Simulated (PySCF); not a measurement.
# Working out the electron affinity of Tl

Tl⁻ [Xe] 4f14 5d10 6s2 6p2 (3P) → Tl [Xe] 4f14 5d10 6s2 6p1 (2P). Computed with PySCF 2.14 in aug-cc-pVDZ-PP with ECP60MDF (5s4p3d, 32 functions), with a scalar-relativistic core potential. Frozen: 5s2 5p6 5d10. Energies in hartree (1 hartree = 27.21139 eV):

```csv
part,Tl⁻ (lower),Tl (upper)
UHF,-171.512481,-171.512521
CCSD correlation,-0.041433,-0.032058
(T),-0.000903,-0.000293
```

Q: What does Hartree-Fock give?

A: (-171.512521) − (-171.512481) = -0.000040 hartree = -0.001 eV.

Q: What do CCSD and CCSD(T) give?

A: The CCSD correlation energies differ by 0.009375 hartree = 0.255 eV and the triples by 0.000610 hartree = 0.017 eV, so CCSD gives 0.254 eV and CCSD(T) 0.271 eV.

Reference: 0.320 eV (measured; photodetachment measurements, as compiled on the Wikipedia data page of electron affinities), between the lowest levels; spin-orbit coupling is absent from the calculation.

A double-zeta basis recovers only part of the correlation energy.

What remains against the reference includes basis incompleteness, the frozen core and higher excitations.
